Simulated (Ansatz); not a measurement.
One change: `[NH2][In]([F])[Br]` becomes `[F][In]([Br])[Br]`.

Ansatz, PBE0-D4/def2-TZVP geometries, multiplicity 1. Each molecule was computed in one conformer, which needn't be the lowest.

Elements past krypton have def2 core potentials. Scalar relativity is left out up to krypton.

```
                                      property  `[NH2][In]([F])[Br]`
         HOMO energy (ωB97M-V/def2-TZVPP) / eV                -10.46
         LUMO energy (ωB97M-V/def2-TZVPP) / eV                 -0.30
             LUMO energy (PBE/def2-TZVPP) / eV                 -3.06
             HOMO energy (PBE/def2-TZVPP) / eV                 -6.75
zero-point energy (PBE0-D4/def2-TZVP) / kJ/mol                  72.6
           LUMO energy (B3LYP/def2-TZVPP) / eV                 -2.52
```

Problem. Give the same properties after the change, and the shifts. (An estimate is asked.)

Solution. The calculation gave: 
```tsv
property	`[F][In]([Br])[Br]`	shift
HOMO energy (ωB97M-V/def2-TZVPP) / eV	-11.19	-0.73
LUMO energy (ωB97M-V/def2-TZVPP) / eV	-1.11	-0.81
LUMO energy (PBE/def2-TZVPP) / eV	-3.89	-0.83
HOMO energy (PBE/def2-TZVPP) / eV	-7.68	-0.93
zero-point energy (PBE0-D4/def2-TZVP) / kJ/mol	8.5	-64.1
LUMO energy (B3LYP/def2-TZVPP) / eV	-3.36	-0.84
```

The zero-point energy changes by -64.1 kJ/mol with -6 modes.

B3LYP here is the variant with VWN-RPA as its local correlation; programs differ in this.

Spin–orbit coupling is left out; it splits and shifts lone-pair levels of the heavy atoms by tenths of an eV.
